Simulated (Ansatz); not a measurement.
Reaction (substitution at a C–Cl bond): `ClC[SiH2]Br` + HBr → `BrC[SiH2]Br` + HCl

Isolated molecules relaxed with PBE0-D4/def2-TZVP in Ansatz; ΔE leaves out vibrations. CCSD(T)/CBS is the MP2 limit (def2-TZVPP, def2-QZVPP) plus CCSD(T) − MP2 in def2-TZVPP, frozen cores. This one scheme is used for every species. Functionals use def2-TZVPP. B3LYP here is the variant with VWN-RPA as its local correlation; programs differ in this. For Br outer-core shells are correlated without core-valence functions, which leaves a few kJ/mol of doubt a bond. Scalar relativity is left out up to krypton. Each species was taken in one conformer, which may not be the lowest.

`ClC[SiH2]Br`:

Z-matrix (Å, degrees):
```
C
Si 1 1.876
Cl 1 1.780 2 110.8
H 1 1.092 2 110.1 3 119.3
H 1 1.090 2 111.5 3 -120.4
Br 2 2.214 1 109.7 3 65.6
H 2 1.484 1 109.0 3 -176.3
H 2 1.479 1 110.2 3 -54.1
```

HBr:

Z-matrix (Å, degrees):
```
Br
H 1 1.420
```

`BrC[SiH2]Br`:

Cartesian coordinates in Å:
```
Br -0.453 0.080 -2.347
C -0.797 -0.309 -0.470
Si 0.715 0.272 0.462
Br 0.399 -0.137 2.627
H -1.703 0.225 -0.190
H -0.964 -1.381 -0.387
H 0.894 1.729 0.287
H 1.909 -0.479 0.018
```

HCl:

```xyz
2

Cl   -0.582   -0.257    0.069
H     0.582    0.257   -0.069
```

```
             level  ΔE (kJ/mol)  difference from CCSD(T)/CBS
            PBE-D4        -17.7                          2.8
         r2SCAN-D4        -18.3                          2.2
           PBE0-D4        -17.7                          2.8
           ωB97X-V        -16.3                          4.2
           ωB97M-V        -17.2                          3.3
            B2PLYP        -19.5                          1.0
               PBE        -17.7                          2.8
              PBE0        -17.7                          2.8
             B3LYP        -17.3                          3.2
SCS-MP2/def2-TZVPP        -22.3                         -1.8
CCSD(T)/def2-TZVPP        -21.9                         -1.4
     HF/def2-QZVPP        -16.8                          3.7
SCS-MP2/def2-QZVPP        -21.5                         -1.0
      HF/CBS(def2)        -16.7                          3.8
     MP2/CBS(def2)        -22.5                         -2.0
    CCSD/CBS(def2)        -20.0                          0.5
       CCSD(T)/CBS        -20.5                            0
```

Largest T1 diagnostic among the species: 0.008.

In def2-TZVPP, CCSD(T) changes the Hartree–Fock value by −4.8 kJ/mol (the triples alone add −0.5 kJ/mol) and MP2 by −6.7 kJ/mol.
